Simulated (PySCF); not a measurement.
The group X on SiH2(OH)-X is varied. Gas-phase values, no solvent. One relaxed conformer stands for each flexible species; it need not be the lowest. Strings in code marks are SMILES.

The LUMO from two functionals at the same geometries (PBE0-D4/def2-TZVP), both in PySCF: PBE-D3(BJ)/def2-TZVP and PBE0-D4/def2-TZVP. 

| species | PBE-D3(BJ)/def2-TZVP (eV) | PBE0-D4/def2-TZVP (eV) |
|---|---|---|
| X = formyl (`O=C[SiH2]O` (O–C–Si–O torsion 0°, C–Si–O–H torsion 0°)) | -2.99 | -1.82 |
| X = vinyl (`C=C[SiH2]O` (C–C–Si–O torsion -6°, C–Si–O–H torsion -73°)) | -1.47 | -0.47 |
| X = ethynyl | -1.50 | -0.58 |
| X = boryl (`[SiH2](B)O`) | -3.46 | -2.46 |
| X = isocyano | -1.74 | -0.73 |
| X = propynyl (`C(#C[SiH2]O)C`) | -1.17 | -0.28 |

Over these rows, drawn at random from the members with no instability flagged (it was tested for open shells, ions and some series alone), PBE minus PBE0-D4: mean -1.00 eV, from -1.17 eV to -0.90 eV.
